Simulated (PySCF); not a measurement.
Cost of one run: excited-state job, `CB(C#N)C#C[SiH3]`.

Method: TDDFT wB97X-D/def2-SVPD, vertical, gas phase, core orbitals frozen in the response (PySCF 2.14.0, density-fitted response routines). Geometry: GFN2-xTB. Work: 8 singlets by full TDDFT, 3 Tamm–Dancoff triplets, polarisability, density and orbital grids written, density fitting. The command runs a driver script over a list of jobs; the input below is this job's line of settings and its coordinates in Å.

Command:
```bash
OMP_NUM_THREADS=1 python probes_run.py task.json out
```

Input:
```
{"job": {"kind": "uv", "xc": "wB97X-D", "basis": "def2-SVPD", "nstates": 8, "ntriplets": 3}, "charge": 0, "multiplicity": 1}
C     -2.392292    -0.606726     0.036220
B     -1.278342     0.479434    -0.206211
C     -1.694154     1.889077    -0.615199
N     -2.014529     2.948386    -0.922697
C      0.183687     0.186327    -0.046657
C      1.364798    -0.065926     0.090972
Si     3.156170    -0.477739     0.305143
H     -3.084609    -0.277174     0.811635
H     -2.996672    -0.741630    -0.861364
H     -1.995871    -1.576179     0.326245
H      3.254526    -1.450168     1.396431
H      3.610208    -1.058171    -0.960293
H      3.882691     0.750975     0.628046
```

Hardware: Intel Xeon at 2.50 GHz, one thread, no GPU, shared host. PySCF's memory limit was set to 1040 MB.

The basis has 192 functions.

Q: Estimate the wall time.

A: About 1.8 min. The SCF took 15 cycles.

Q: Estimate the peak memory.

A: About 0.80 GiB. Peak memory is the resident size of the whole Python process, interpreter and libraries included.

Times come from a shared host and carry two figures at best.

The run converged: HOMO -10.33 eV, LUMO -1.33 eV; lowest singlet 3.94 eV; lowest triplet 3.70 eV (Tamm–Dancoff); mean polarisability 95.0 au.
